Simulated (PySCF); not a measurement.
Al(H)2(NCO) (CH2AlNO), SMILES O=C=[N][AlH2]. Heavy atoms are numbered as in [AlH2:1][N:4]=[C:5]=[O:6]. Hydrogens are named by the atom that carries them.

Coordinates come from a B3LYP-D3(BJ)/def2-SVP optimisation.

All values below come from PBE0/def2-TZVPD (PySCF).

Mulliken values depend strongly on the basis, most of all with diffuse functions as here. ESP charges are fitted to the potential on shells at 1.4 to 2.0 van der Waals radii. Atomic charges (e), one atom of each kind:

```tsv
atom	Mulliken	ESP fit	meta-Löwdin
Al1 (AlH2)	0.21	0.93	0.68
H on Al1	-0.07	-0.27	-0.14
N4	-0.31	-0.60	…
C5	0.59	0.57	…
O6	-0.35	-0.36	…
```

Question: Fill in the missing entries. (Estimate from the structure and the level; the computed values follow.)

Answer: 
- N4, meta-Löwdin: -0.53
- C5, meta-Löwdin: 0.50
- O6, meta-Löwdin: -0.36
